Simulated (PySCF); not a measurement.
Screening by computed properties: pick the candidate that meets the target.

Species are written as SMILES; each is one conformer at its optimised geometry, gas phase, non-relativistic unless stated. Electronic properties by PySCF.

Dipoles, sizes and rotational constants follow the conformer. The torsions of the flexible species, by atom-mapped SMILES:
- `[CH3:1][CH2:2][C:3]([CH3:4])/[CH:5]=[CH:6]/[F:7]`: C1–C2–C3–C4 95°, C2–C3–C5–C6 -1°
- `[CH2:1]=[N:2][CH2:3][CH:4][CH2:5][F:6]`: C1–N2–C3–C4 -104°, N2–C3–C4–C5 -100°, C3–C4–C5–F6 -46°
- `[CH2:1]=[N:2][CH2:3][CH2:4][CH:5][F:6]`: C1–N2–C3–C4 -117°, N2–C3–C4–C5 72°, C3–C4–C5–F6 80°
- `[CH3:1][CH2:2][SiH2:3][N:4]1[CH:5]=[CH:6][N:7][CH2:8]1`: C1–C2–Si3–N4 177°, C2–Si3–N4–C5 6°
- `[CH2:1][C:2]#[C:3][CH2:4][Si:5]([CH3:6])([NH2:7])[NH2:8]`: C3–C4–Si5–C6 67°, H–N7–Si5–C4 175°, H–N7–Si5–C4 38°, H–N8–Si5–C4 62°, H–N8–Si5–C4 -160°

Question: Wanted: smallest rotational constant above 1.4 GHz (GFN2-xTB) and isotropic g value above 2.0036 (unrestricted B3LYP/pcH-1, mean-field spin–orbit), at GFN2-xTB geometries. Which candidate meets both?
A. `C=NCC[CH]F` [radical]
B. `[CH2]C#CC[Si](C)(N)N` [radical]
C. `C=NC[CH]CF` [radical]
D. `CC[C](C)/C=C/F` [radical]
E. `C1N([SiH2]CC)C[N]C=1` [radical]
F. `C[Si](C#CC)C` [radical]

Answer: A. Computed values:
| species | smallest rotational constant | isotropic g value |
| --- | --- | --- |
| C1N([SiH2]CC)C[N]C=1 [radical] | 0.758 GHz | 2.00351 |
| [CH2]C#CC[Si](C)(N)N [radical] | 0.850 GHz | 2.00279 |
| C[Si](C#CC)C [radical] | 1.088 GHz | 2.00302 |
| CC[C](C)/C=C/F [radical] | 1.178 GHz | 2.00333 |
| C=NC[CH]CF [radical] | 1.550 GHz | 2.00236 |
| C=NCC[CH]F [radical] | 1.805 GHz | 2.00378 |
